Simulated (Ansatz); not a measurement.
`F[SiH](Cl)[GeH2][Cl]` + H₂ → `Cl[SiH2][GeH2][Cl]` + H–F at 500 K and 1 bar (hydrogenolysis of the Si–F bond).

Isolated molecules relaxed with PBE0-D4/def2-TZVP in Ansatz; ΔE leaves out vibrations. CCSD(T)/CBS adds triple-zeta CCSD(T) − MP2 to the extrapolated MP2 energy (def2 sets, frozen cores). This one scheme is used for every species. For Ge outer-core shells are correlated without core-valence functions, which leaves a few kJ/mol of doubt a bond. Scalar relativity is left out up to krypton. One conformer a species, not always the lowest.

| species | CCSD(T)/CBS energy (Eh) | H − E (kJ/mol) | S (J/(mol·K)) |
| --- | --- | --- | --- |
| `F[SiH](Cl)[GeH2][Cl]` | -3386.49998 | 130.9 | 456.9 |
| H₂ | -1.17544 | 41.0 | 145.5 |
| `Cl[SiH2][GeH2][Cl]` | -3287.23796 | 140.1 | 432.0 |
| H–F | -100.39570 | 39.4 | 188.7 |

H − E and S are ideal-gas, rigid-rotor, harmonic terms from PBE0-D4/def2-TZVP, for one conformer and one mirror image of each species. The MP2-based limit puts H₂ 0.8 mEh under its directly extrapolated value; such offsets cancel only in part. 1 Eh = 2625.50 kJ/mol, R = 8.31446 J/(mol·K).

**Question.** By hand: ΔE, ΔH, ΔS and ΔG.

**Answer.** ΔE = (-3287.23796) + (-100.39570) − (-3386.49998) − (-1.17544) = 0.04176 Eh = 109.6 kJ/mol. Δ(H − E) = 140.1 + 39.4 − 130.9 − 41.0 = 7.6, so ΔH = 117.2 kJ/mol. ΔS = 432.0 + 188.7 − 456.9 − 145.5 = 18.3 J/(mol·K). ΔG = 117.2 − 500 × (18.3)/1000 = 108.0 kJ/mol.

**Question.** By hand: the equilibrium constant, and the temperature at which ΔG would vanish if ΔH and ΔS stayed fixed.

**Answer.** log₁₀ K = −ΔG/(RT ln 10) = -11.3. ΔG = 0 at ΔH/ΔS = 6404 K, far beyond where these terms or the molecules hold.

ΔH outweighs TΔS. A doubt of 5 kJ/mol in ΔE shifts log₁₀ K by 0.5 here. Other conformers and mirror images would add mixing entropy, several J/(mol·K) or more a flexible species. Modes under 60 cm⁻¹, often nearly free rotors, make the harmonic entropy too high. These are equilibria of isolated gas molecules and say nothing of rates. Largest T1 diagnostic: 0.011 (customary marks: 0.02 for closed shells, 0.045 for open ones).
